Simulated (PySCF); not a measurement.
B$_{2}$FHN (calculated)

Calculation on a computer-drawn molecule: vertical ionisation energy to the stated ion spin, frozen-core CCSD(T) at the basis limit and cheaper methods, single-reference cases, UHF for radicals, no spin-orbit; all values are single points at the evaluated structure, the first of each entry, which is the reference or a displaced copy of it and isn't optimised; the reference structure only sets the zero of the energies above reference; triples share is (T) over the correlation energy. Program: PySCF 2.14.0.

Common to all runs: charge 1; multiplicity 1; ion multiplicity 2; diffuse functions no; basis cc-pVnZ; reference is the Hartree-Fock double-zeta minimum; best is HF at quadruple zeta + MP2 correlation extrapolated from triple and quadruple zeta + CCSD(T) minus MP2 at triple zeta; basis step is the size of the change from the same recipe one zeta lower.

(1) B$_{2}$FHN

Evaluated structure:
```xyz
5
B2FHN
B     -0.7720     0.0214    -1.5633
N     -0.3421     1.0323    -0.9044
B      0.0898     2.0480    -0.2425
F      0.5066     3.0280     0.3962
H     -1.1642    -0.9008    -2.1644
```

Reference structure:
```xyz
5
B2FHN
B     -0.7720     0.0214    -1.5633
N     -0.3421     1.0323    -0.9044
B      0.0898     2.0480    -0.2425
F      0.5066     3.0280     0.3962
H     -1.1642    -0.9008    -2.1644
```

```
ionisation energy best                    : 19.8 eV
ionisation energy basis step              : 0.03347 eV
energy above reference best               : 0 kcal/mol
energy above reference basis step         : 0 kcal/mol
ionisation energy Koopmans at triple zeta : 20.16 eV
ionisation energy EOM CCSD at triple zeta : 19.66 eV
total energy HF triple zeta               : -203.7392 hartree
total energy CCSD(T) triple zeta          : -204.3576 hartree
total energy best                         : -204.4540 hartree
T1 diagnostic at triple zeta              : 0.01487
D1 diagnostic at triple zeta              : 0.03188
ion T1 diagnostic at triple zeta          : 0.01972
ion D1 diagnostic at triple zeta          : 0.08057
ion spin squared at triple zeta           : 0.7562
triples share at triple zeta              : 0.03887
basis functions triple zeta               : 134
```

Drawn bonds:
```
atom  other atom  order
   1           2      2
   2           3      1
   3           4      1
   1           5      1
```

Triple zeta:
```
 method  ionisation energy (eV)  energy above reference (kcal/mol)
     HF                    18.1                                  0
    PBE                    19.7                                  0
 r2SCAN                    19.6                                  0
  B3LYP                   19.72                                  0
  wB97X                   19.58                                  0
    MP2                   19.83                                  0
   CCSD                   19.53                                  0
CCSD(T)                   19.66                                  0
```

(2) B$_{2}$FHN

Evaluated structure:
```xyz
5
B2FHN
B     -0.7474     0.0206    -1.5058
N     -0.3494     0.9504    -0.9872
B      0.0642     2.1268    -0.0493
F      0.4835     3.0715     0.4364
H     -1.0095    -0.7937    -2.1822
```

Reference structure:
```xyz
5
B2FHN
B     -0.7720     0.0214    -1.5633
N     -0.3421     1.0323    -0.9044
B      0.0898     2.0480    -0.2425
F      0.5066     3.0280     0.3962
H     -1.1642    -0.9008    -2.1644
```

```
ionisation energy best                    : 19.22 eV
ionisation energy basis step              : 0.02639 eV
energy above reference best               : 63.91 kcal/mol
energy above reference basis step         : 1.28 kcal/mol
ionisation energy Koopmans at triple zeta : 19.65 eV
ionisation energy EOM CCSD at triple zeta : 19.09 eV
total energy HF triple zeta               : -203.6346 hartree
total energy CCSD(T) triple zeta          : -204.2537 hartree
total energy best                         : -204.3521 hartree
T1 diagnostic at triple zeta              : 0.01419
D1 diagnostic at triple zeta              : 0.03577
ion T1 diagnostic at triple zeta          : 0.01578
ion D1 diagnostic at triple zeta          : 0.04663
ion spin squared at triple zeta           : 0.758
triples share at triple zeta              : 0.03833
basis functions triple zeta               : 134
```

Drawn bonds:
```
atom  other atom  order
   1           2      2
   2           3      1
   3           4      1
   1           5      1
```

Triple zeta:
```
 method  ionisation energy (eV)  energy above reference (kcal/mol)
     HF                   17.44                              65.59
    PBE                    19.2                              65.26
 r2SCAN                   19.08                               65.3
  B3LYP                   19.16                              64.58
  wB97X                   19.01                              64.89
    MP2                   19.25                               65.6
   CCSD                   18.94                              65.02
CCSD(T)                   19.09                              65.21
```
